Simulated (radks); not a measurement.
The barium ion Ba+ inside a hard spherical wall (all orbitals vanish at R), configuration held at [Xe] 6s1 and not refilled when levels cross. Method: scalar-relativistic Kohn-Sham, PBE, spin-unpolarised, spherical densities, point nucleus; computed with a radial shooting solver on a logarithmic mesh with Libxc functionals. Eigenvalues in eV, with the zero of energy where the potential of the charges vanishes at infinity; a dash marks a level that is unbound or too diffuse for the functional's potential to be trusted. A positive occupied level is held by the wall or, in an anion where self-interaction has pushed it up, behind a barrier. The pressure on the wall is -dE/dV.

R (bohr)  E (hartree)  kinetic (hartree)    e(4d)    e(5s)    e(5p)   e(6s)  e(5d, empty)  e(6p, empty)  pressure (GPa)
free       -8135.3677           8588.586  -95.403  -39.341  -24.361  -7.584        -7.073        -4.987               0
15         -8135.3677           8588.586  -95.402  -39.341  -24.361  -7.584        -7.072        -4.985        < 0.0001
10         -8135.3666           8588.598  -95.338  -39.279  -24.301  -7.521        -7.020        -4.789          0.0291
8          -8135.3582           8588.655  -95.075  -39.030  -24.062  -7.164        -6.786        -4.016           0.357
4          -8134.6716           8591.703  -89.219  -34.295  -19.335   9.981         0.627        19.958             138
2          -8113.7184           8664.141  -37.031   29.859   56.694  234.96        102.31        266.37           28100
1.5        -8061.1207           8824.883   30.466   171.27   214.14  595.76        278.92        638.23          213000
